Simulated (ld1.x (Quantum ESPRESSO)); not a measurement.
# Configuration tests for I (Z = 53) (ultrasoft)

| Property | Result |
| --- | --- |
| Element | I (Z = 53) |
| Generator | ld1.x (Quantum ESPRESSO) 7.5 |
| Type | ultrasoft |
| Functional | PBEsol |
| Relativity | scalar-relativistic |
| Frozen core | [Ar] 3d10 |
| Valence charge | 25 |
| Reference configuration | 4s2 4p6 4d10 5s2 5p5 |
| Partial waves | 4s (bound): rcut 0.95, rcutus 1.05 bohr; 5s (bound): rcut 0.95, rcutus 1.05 bohr; 4p (bound): rcut 1.05, rcutus 1.45 bohr; 5p (bound): rcut 1.05, rcutus 1.45 bohr; 4d (bound): rcut 0.75, rcutus 0.90 bohr; 4d channel at -2.5 Ry: rcut 0.75, rcutus 0.90 bohr |
| Local potential | all-electron potential smoothed inside 0.90 bohr (lloc = -1) |
| Core correction | a·sin(br)/r model core inside 0.65 bohr |
| Augmentation charge | PSQ, inside the norm-conserving radii |

Energies are relative to the spin-unpolarised reference configuration 4s2 4p6 4d10 5s2 5p5; without spin polarisation the order of configurations can differ from experiment.

Task: Give the all-electron excitation energy and the error of the potential for: 4s2 4p6 4d10 5s2 5p4; 4s2 4p6 4d10 5s2 5p3; 4s2 4p6 4d10 5s2 5p2; 4s2 4p6 4d10 5s2 5p5.3; 4s2 4p5 4d10 5s2 5p5; 4s2 4p6 4d9 5s2 5p5; 4s1 4p6 4d10 5s2 5p5.

Result:

```tsv
valence configuration	charge	ΔE all-electron (eV)	error AE − PS (meV)
4s2 4p6 4d10 5s2 5p4	+1	11.151	-1.9
4s2 4p6 4d10 5s2 5p3	+2	31.034	-6.2
4s2 4p6 4d10 5s2 5p2	+3	60.420	-16
4s2 4p6 4d10 5s2 5p5.3	-0.3	-1.786	+0.3
4s2 4p5 4d10 5s2 5p5	+1	136.213	-12
4s2 4p6 4d9 5s2 5p5	+1	58.183	+39
4s1 4p6 4d10 5s2 5p5	+1	189.644	-2.8
```

ld1.x printed “convergence not achieved” for 2 of the counted tests; their residual had stalled under 1e-8, short of the target of 1e-14.
